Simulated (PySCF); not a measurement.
Compound: C8H11ClSi.
Atom-mapped SMILES: `[CH2:1]=[CH:2][CH2:3][Si@H:4]1[CH:5]=[CH:6][CH:7]=[C:8]([Cl:9])[CH2:10]1`

Structure used (GFN2-xTB), in Å, numbered top down from 1:
```
atom  x, y, z in Å
C1    -2.739   -0.488    1.088
C2    -2.155    0.512    0.450
C3    -1.771    0.485   -0.987
Si4    0.120    0.230   -1.190
C5     1.108    1.588   -0.368
C6     2.094    1.294    0.489
C7     2.502   -0.036    0.875
C8     1.883   -1.172    0.542
Cl9    2.564   -2.669    1.121
C10    0.633   -1.340   -0.235
H11   -3.016   -1.398    0.579
H12   -2.978   -0.437    2.136
H13   -1.888    1.414    0.985
H14   -2.051    1.424   -1.464
H15   -2.300   -0.317   -1.500
H16    0.431    0.112   -2.627
H17    0.911    2.628   -0.587
H18    2.670    2.090    0.947
H19    3.388   -0.094    1.493
H20   -0.160   -1.616    0.467
H21    0.746   -2.193   -0.905
```

Probes without a nucleus sit at each ring's centroid and 1 Å off its mean plane on both sides; NICS is minus the shielding there, NICSzz its component along the normal. Level: GIAO PBE0/pcSseg-1 (PySCF, non-relativistic, gas phase) on the GFN2-xTB geometry, one conformer.

Ring bond lengths (Å), with Mayer bond orders in brackets: Si4–C5 1.870 (0.89), C5–C6 1.339 (1.85), C6–C7 1.444 (1.16), C7–C8 1.336 (1.72), C8–C10 1.482 (1.06), C10–Si4 1.908 (0.85).

Question: Give the NICS values of each ring in ppm.

Answer: 
| ring | type | NICS(0) | NICS(1), two faces | NICS(1)zz, two faces | rms pucker (Å) | centre to ring atoms, mean (Å) |
| --- | --- | --- | --- | --- | --- | --- |
| Si4–C5–C6–C7–C8–C10 | 6-membered ring with Si; formal bonds 2 double, 4 single | 1.8 | -0.1 / -0.4 | 5.2 / 5.7 | 0.08 | 1.55 |

Question: What can be read from them?

Answer: 
- Si4–C5–C6–C7–C8–C10: mean NICS(1)zz 5.5 ppm, deshielded. Si4, C10 have four or more neighbours; no verdict on aromaticity is drawn.

Question: List the ring angles and the Hirshfeld charges of the ring atoms.

Answer: 
- Si4–C5–C6–C7–C8–C10: Si4 103.6° (+0.376 e), C5 120.8° (-0.152 e), C6 125.5° (-0.035 e), C7 125.9° (-0.076 e), C8 128.2° (+0.036 e), C10 113.3° (-0.169 e); sum 717.3° against 720° for a flat convex ring.

Question: What are the shieldings of the ring atoms and their hydrogens in the same run (means over atoms taken as equivalent)?

Answer: 
| atoms | environment | σ isotropic (ppm) | principal values of the symmetric part, first atom (ppm) |
| --- | --- | --- | --- |
| Si4 | SiH silicon | 382.4 | 340.5, 399.3, 407.3 |
| C5 | alkene CH carbon | 64.4 | -49.6, 62.0, 180.9 |
| C6 | alkene CH carbon | 35.3 | -89.4, 39.2, 156.0 |
| C7 | alkene CH carbon | 57.2 | -44.4, 73.2, 142.8 |
| C8 | vinylic C–Cl carbon | 32.4 | -67.4, 59.9, 104.5 |
| C10 | sp3 carbon bound to silicon | 168.1 | 152.1, 157.5, 194.8 |
| H16 | Si–H hydrogen | 26.67 | 23.8, 24.4, 31.8 |
| H17 | vinylic hydrogen | 25.87 | 24.4, 25.1, 28.1 |
| H18 | vinylic hydrogen | 24.80 | 22.7, 23.6, 28.1 |
| H19 | vinylic hydrogen | 25.54 | 22.5, 23.9, 30.2 |
| H20 | methylene hydrogen | 29.20 | 23.8, 28.6, 35.2 |
| H21 | methylene hydrogen | 30.00 | 24.9, 30.4, 34.7 |
